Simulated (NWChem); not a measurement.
Molecule: C4H4F2; SMILES C(#CC)C(F)F

Computed with NWChem. Pople sets run with spherical d functions. Coordinates come from a B3LYP/6-31G* (spherical d) optimisation. Level: B3LYP/6-31G* with SMD, gas-phase geometry; reactions with the solvents are ignored.

| SMD term (kcal/mol) | water | toluene |
|---|---|---|
| distortion of the solute's density | 0.88 | 0.26 |
| polarisation | -6.08 | -3.11 |
| cavity, dispersion and structure | 4.39 | -0.98 |

Q: Sum the solvation free energies, find the transfer free energy from water to toluene and the partition coefficient at 298.15 K.

A: 
1. ΔG(solv, water) = -0.81 kcal/mol and ΔG(solv, toluene) = -3.83 kcal/mol (1 M gas to 1 M solution).
2. Transfer: -3.83 − (-0.81) = -3.02 kcal/mol.
3. log₁₀ K(toluene/water) = −ΔG/(RT ln 10) = 3.02/1.364 = 2.2, so the model puts more of the solute in toluene.
4. Of the transfer energy, 2.35 kcal/mol is electrostatic and -5.37 comes from the non-electrostatic term. The two phases are taken as the pure solvents.
